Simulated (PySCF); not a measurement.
Potential energy curve for Li2 (cation, charge +1), doublet.

Levels: UHF/cc-pVDZ (PySCF); ROKS-LDA (SVWN5) = restricted open-shell LDA (SVWN5)/cc-pVDZ run with PySCF; CASSCF(1,3)/cc-pVDZ (PySCF); UKS-PBE = unrestricted PBE/cc-pVDZ (PySCF).

Energies are in kJ/mol, each relative to the lowest point of its own curve near equilibrium.

| R / Å | UHF | ROKS-LDA (SVWN5) | CASSCF(1,3) | UKS-PBE |
|---|---|---|---|---|
| 2.45 | 33.9 | 26.7 | 33.9 | 26.8 |
| 2.61 | 18.1 | 14.0 | 18.1 | 13.6 |
| 2.74 | 9.6 | 7.2 | 9.6 | 6.8 |
| 2.93 | 2.5 | ? | 2.5 | 1.4 |
| 3.02 | 0.9 | 0.5 | 0.9 | ? |
| 3.14 | 0.0 | 0.0 | 0.0 | 0.0 |
| 3.23 | 0.2 | ? | 0.2 | ? |
| 3.29 | 0.7 | ? | 0.7 | ? |
| 3.44 | 2.9 | 2.8 | 2.9 | 3.2 |
| 3.57 | 5.7 | 5.3 | 5.7 | 5.7 |
| 3.74 | 10.4 | 9.1 | 10.4 | 9.7 |
| 3.99 | 18.6 | 15.5 | 18.6 | 16.2 |
| 4.40 | 33.9 | 26.6 | 33.9 | 27.4 |
| 4.84 | 50.5 | 37.5 | 50.5 | 38.4 |
| 5.39 | 69.1 | 48.2 | 69.1 | 48.8 |
| 5.85 | 81.9 | 54.0 | 81.9 | 54.2 |
| 6.52 | 95.9 | 58.2 | 95.9 | 57.6 |
| 7.11 | 104.6 | 59.0 | 104.6 | 57.9 |
| 7.86 | 111.8 | 57.9 | 111.8 | 56.4 |
| 8.64 | 116.2 | 55.6 | 116.2 | 54.0 |
| 9.62 | 119.0 | 52.5 | 119.0 | 50.9 |

Q: Some entries are withheld; supply them.

A: 
- 2.93, ROKS-LDA (SVWN5): 1.7
- 3.02, UKS-PBE: 0.3
- 3.23, ROKS-LDA (SVWN5): 0.3
- 3.23, UKS-PBE: 0.4
- 3.29, ROKS-LDA (SVWN5): 0.8
- 3.29, UKS-PBE: 1.0

At the longest distance ROKS-LDA (SVWN5), UKS-PBE leaves fractional charges on the fragments, a sign of delocalisation error or of the restricted form.
